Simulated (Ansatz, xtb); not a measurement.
## Ranking isomers of C5H3BrO2

7 gas-phase structures of C5H3BrO2, from a drawn sample of its isomers (lower ones may exist). Each was relaxed with GFN2-xTB; where two conformers were screened, the lower at r2SCAN-D4/def2-SVP is listed:

A. `O=Cc1ccoc1Br`, a singlet
B. `O=Cc1coc(Br)c1`, a singlet
C. `O=C1C=COC=C1Br`, a singlet
D. `O=C1C=CC=C(Br)O1`, a singlet
E. `O=C1OC=CC=C1Br`, a singlet
F. `O=C1C=C(Br)C(=O)C1`, a singlet
G. `O=C(Br)c1ccoc1`, a singlet

Q: Make a reasoned guess at their ranking by r2SCAN-D4/def2-SVP single-point energy.

A: Calculated order at r2SCAN-D4/def2-SVP: D (0.0), G (1.1), E (5.9), F (19.4), C (48.1), A (67.2), B (70.2) kJ/mol. Less than 1 kcal/mol parts D and G; A and B, so the order within those pairs means little. CCSD(T)/def2-SVP + ΔMP2/def2-TZVPP after further relaxation puts G lowest instead.

Energies above the lowest of each column, in kJ/mol; the last columns are at PBE-D3(BJ)/def2-SVP geometries and were run for some of them only (a dash: not run or not comparable):

```tsv
structure	GFN2-xTB	HF/STO-3G	r2SCAN-D4/def2-SVP	PBE-D3(BJ)/def2-SVP	CCSD(T)/def2-SVP + ΔMP2/def2-TZVPP
D	12.7	13.0	0.0	0.0	4.6
G	0.0	0.0	1.1	0.2	0.0
E	16.4	20.0	5.9	6.6	4.0
F	76.6	4.6	19.4	22.7	1.2
C	50.5	48.2	48.1	49.7	–
A	59.3	15.6	67.2	–	–
B	63.3	17.2	70.2	–	–
```

Every level run on G puts it lowest or level with the lowest. CCSD(T)/def2-SVP + ΔMP2/def2-TZVPP orders those it was run on as G (0.0), F (1.2), E (4.0), D (4.6) kJ/mol. Less than 1 kcal/mol parts G and F; F and E; E and D, so the order within those pairs means little. Some further structures that were screened fall inside this span and aren't listed. Flexible structures stand in one conformer each, not always the lowest. Frequencies (GFN2-xTB) were run for D, E, F, G alone. ΔMP2 is the change of the MP2 energy from the smaller to the larger basis.

Over these structures GFN2-xTB departs from r2SCAN-D4/def2-SVP by 14.8 kJ/mol on average once a common shift is removed. A GFN2-xTB relaxation took about 0.054 s and the r2SCAN-D4/def2-SVP energy about 1.8 s on a shared host (Ansatz 0.2.0, xtb 6.7.1).
